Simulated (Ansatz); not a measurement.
A nudged elastic band was laid between two geometries of FH2ISeSn (6 atoms, charge 0, multiplicity 1).

These are results of RHF/def2-SVP (Ansatz 0.2.0), not measurements.

```json
{
  "movable images": "9",
  "climbing image": "yes",
  "spring": "5.0 eV/Å²",
  "optimiser": "quadratic models (default)",
  "start path": "through a guess of the saddle point",
  "force threshold": "0.05 eV/Å",
  "iteration limit": "60",
  "end points": "relaxed"
}
```

Image 0:

```xyz
6
Properties=species:S:1:pos:R:3
F 0.862 -1.544 -1.036
Sn -0.087 0.035 -0.500
Se -0.151 0.098 2.018
I -2.597 -0.244 -1.395
H 0.726 1.307 -1.268
H 1.290 0.284 2.135
```

Image 10:

```xyz
6
Properties=species:S:1:pos:R:3
F 1.006 -1.460 -1.113
Sn 0.140 0.166 -0.580
Se 0.753 0.655 1.813
I -2.476 -0.360 -0.864
H 0.673 1.367 -1.648
H -0.055 -0.432 2.346
```

Problem. Which bonds break or form, and what moves?

Solution. No bond is made or broken. The dihedral I4–Sn2–Se3–H6 goes from -179 to 43°.

Problem. Give the energies along the band, and the barrier.

Solution. The forces met the threshold. The highest image is number 3 of 0 to 10, 0.029 eV above the first end and 0.041 eV above the last; the last end lies 0.011 eV below the first. A vibrational analysis at the climbing image gives one clearly imaginary mode, 105i cm⁻¹: a first-order saddle point.

| image | path coordinate (Å) | energy (eV) | dihedral I4–Sn2–Se3–H6 (°) |
| --- | --- | --- | --- |
| 0 | 0.00 | 0.000 | -179 |
| 1 | 0.42 | 0.006 | -157 |
| 2 | 0.84 | 0.021 | -134 |
| 3 | 1.25 | 0.029 | -110 |
| 4 | 1.66 | 0.027 | -88 |
| 5 | 2.06 | 0.022 | -68 |
| 6 | 2.46 | 0.020 | -46 |
| 7 | 2.87 | 0.019 | -24 |
| 8 | 3.27 | 0.010 | -1 |
| 9 | 3.67 | -0.005 | 22 |
| 10 | 4.07 | -0.011 | 43 |

Problem. What is the geometry of the highest image?

Solution. 
```xyz
6
Properties=species:S:1:pos:R:3
F 0.724 -1.686 -1.297
Sn 0.005 -0.101 -0.497
Se 0.271 -0.394 1.996
I -2.562 -0.070 -1.277
H 0.853 1.217 -1.141
H 0.751 0.970 2.169
```

Problem. What are the harmonic wavenumbers there?

Solution. 105i, 71, 131, 151, 215, 269, 593, 618, 678, 714, 2080, 2583 cm⁻¹.

The run took 3.9 min on 2 threads of Intel(R) Xeon(R) 6975P-C (Granite Rapids), with other jobs on the host, peak memory 0.33 GiB.
